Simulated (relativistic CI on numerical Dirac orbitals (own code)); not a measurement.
**Dy³⁺ (4f9) in a crystal field**

Calculated by Dirac-Coulomb-Breit CI, KLI orbitals optimised for each configuration, QED by a radiative potential, valence Slater integrals scaled by 0.7, one configuration in a parametric crystal field (own radial code).

Field parameters in Wybourne normalisation; cubic f-shell fields have B⁴₄ = √(5/14) B⁴₀ and B⁶₄ = −√(7/2) B⁶₀. The field is a parameter set, without covalency.

S and J are read from ⟨S²⟩ = S(S + 1) and ⟨J²⟩ = J(J + 1) of each level; they are not fictitious spins.

Oh, B40 = 1570, B60 = 840 cm⁻¹, the lowest 10 levels:

```csv
E (cm⁻¹),Degeneracy,Irrep,S,J
0.0,2,Γ6,2.42,7.49
25.3,4,Γ8,2.42,7.49
25.8,2,Γ7,2.42,7.49
433,4,Γ8,2.42,7.49
444,4,Γ8,2.42,7.49
3687,2,Γ7,2.45,6.50
3739,4,Γ8,2.45,6.48
3874,4,Γ8,2.45,6.49
3911,2,Γ6,2.45,6.50
3928,2,Γ7,2.45,6.48
```

Principal g values of the ground doublet: 6.57, 6.57, 6.57.

Oh, B40 = 1930, B60 = 330 cm⁻¹, the lowest 16 levels:

```
E (cm⁻¹)  Degeneracy  Irrep     S     J
     0.0           2     Γ6  2.42  7.50
    41.5           4     Γ8  2.42  7.50
     177           2     Γ7  2.42  7.49
     396           4     Γ8  2.42  7.50
     474           4     Γ8  2.42  7.49
    3765           2     Γ7  2.45  6.50
    3769           4     Γ8  2.45  6.49
    3854           2     Γ7  2.45  6.48
    3877           4     Γ8  2.45  6.49
    3935           2     Γ6  2.45  6.50
    5958           2     Γ6  2.42  5.50
    5965           4     Γ8  2.42  5.49
    6067           2     Γ7  2.43  5.51
    6118           4     Γ8  2.42  5.50
    7610           4     Γ8  2.38  4.68
    7775           2     Γ6  2.38  4.68
```

Principal g values of the ground doublet: 6.59, 6.59, 6.59.

The next free-ion level lies 3590 cm⁻¹ above the lowest; the field splits the ground level into components whose J stays near 15/2 as long as their spread is small against that gap.

Levels of this model without a field, named by their leading LS term (the scale mimics covalency, so terms lie below those of the real free ion): 6H°_15/2 0, 6H°_13/2 3590, 6H°_11/2 5782, 6H°_9/2 7539, 6F°_11/2 7648, 6F°_9/2 8497, 6H°_7/2 8969, 6H°_5/2 10001 cm⁻¹.
